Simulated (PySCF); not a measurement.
## Cost of excited-state runs on `CC#C[C@@H](C)[N]C=O`, C6H8NO, doublet

Bonds (- single, = double, # triple, : aromatic): C1-C2, C2#C3, C3-C4, C4-C5, C4-N6, N6-C7, C7=O8. C1 carries H9, H10, H11; C4 carries H12; C5 carries H13, H14, H15; C7 carries H16. Stereochemistry as in CC#C[C@@H](C)[N]C=O.

PySCF with density fitting, on 1 thread of an Intel Xeon, shared host. Command: `OMP_NUM_THREADS=1 python excited_run.py task.json out`

Q: How long does each of these runs take, and how much memory?
- open-shell absorption, PBE0/ANO-RCC-VDZP; 2 states; full response; SCF tolerance 1e-11 Eh; fitting basis def2-universal-jkfit
- open-shell absorption, PBE0/def2-SVPD; 10 states; full response; writes grids

A: 
```csv
run,level,basis functions,wall time,peak memory (GiB)
open-shell absorption,PBE0/ANO-RCC-VDZP,152,3.2 min,0.62
open-shell absorption,PBE0/def2-SVPD,227,5.5 min,0.84
```
Times from a shared host are rough.
